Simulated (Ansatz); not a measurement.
Basis-set extrapolation for `CN1C[SiH2]1` (PBE0-D4/def2-TZVP geometry, frozen core, Ansatz 0.2.0). Multiplicity 1, RHF reference.

|  | def2-TZVPP | def2-QZVPP |
| --- | --- | --- |
| HF | -423.202191 | -423.218033 |
| MP2 correlation | -0.677890 | -0.722970 |
| CCSD(T) correlation | -0.748100 | not run |

Energies in hartree. Use E(X) = E(∞) + A·exp(−7.88·√X) for Hartree–Fock and E(X) = E(∞) + B·X^(−2.97) for correlation, with X = 3 and 4, and add CCSD(T) minus MP2 of the smaller set to the MP2 limit.

Problem. What is the CCSD(T) energy at the basis-set limit?

Solution. HF limit: -423.218033 + (-0.015842) × 0.13774 = -423.22022. MP2 limit: -0.722970 + (-0.045080) × 0.74074 = -0.75636. Higher-order term: -0.748100 − (-0.677890) = -0.07021. Total: -424.04679 hartree, 60.6 kcal/mol below CCSD(T)/def2-TZVPP.
